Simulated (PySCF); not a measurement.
## Shapes and spin states of OsF₂

These are results of PBE0 in PySCF with Os def2-TZVP with ECP60, F def2-TZVP; scalar-relativistic core potentials, no spin–orbit coupling; density-fitted integrals, not measurements.

Relaxations began from a few typed shapes and spin states; open shells are unrestricted. The search is not exhaustive: other isomers or separated fragments can lie lower, and high-lying points may rest on an excited occupation.

```json
{"spin": "quintet", "group": "D∞h", "bonds": "Os–F 1.877 Å (×2)", "angles": "F–Os–F 180.0°", "imaginary modes (cm⁻¹)": "none", "ΔE (kJ/mol)": "0.0", "ΔE with ZPE (kJ/mol)": "0.0"}
{"spin": "triplet (⟨S²⟩ 2.68)", "group": "D∞h", "bonds": "Os–F 1.840 Å (×2)", "angles": "F–Os–F 180.0°", "imaginary modes (cm⁻¹)": "none", "ΔE (kJ/mol)": "61.6", "ΔE with ZPE (kJ/mol)": "61.7"}
{"spin": "broken-symmetry Ms = 0 (⟨S²⟩ 1.53)", "group": "D∞h", "bonds": "Os–F 1.817 Å (×2)", "angles": "F–Os–F 180.0°", "imaginary modes (cm⁻¹)": "none", "ΔE (kJ/mol)": "79.8", "ΔE with ZPE (kJ/mol)": "80.0"}
{"spin": "triplet", "group": "C2v", "bonds": "Os–F 1.812 Å (×2)", "angles": "F–Os–F 154.6°", "imaginary modes (cm⁻¹)": "none", "ΔE (kJ/mol)": "88.1", "ΔE with ZPE (kJ/mol)": "87.7"}
{"spin": "singlet (closed shell, unstable to spin polarisation)", "group": "D∞h", "bonds": "Os–F 1.760 Å (×2)", "angles": "F–Os–F 180.0°", "imaginary modes (cm⁻¹)": "none", "ΔE (kJ/mol)": "138.3", "ΔE with ZPE (kJ/mol)": "139.3"}
```

The lowest minimum found is the quintet D∞h: Os–F 1.877 Å (×2); F–Os–F 180.0°.

Formally Os is in oxidation state +2, d6, with 4 unpaired electrons (the high-spin count). The Mulliken spin on Os is 3.76. The polar-tensor charge on Os, 1.32, is below the formal one.

For the lowest minimum: with open d or f shells other occupations or spin states may lie lower. With an element this heavy the missing spin–orbit coupling can shift these numbers.

The electron or spin density has lower symmetry than the nuclear frame for the triplet (⟨S²⟩ 2.68) D∞h at 61.6 kJ/mol, broken-symmetry Ms = 0 (⟨S²⟩ 1.53) D∞h at 79.8 kJ/mol.
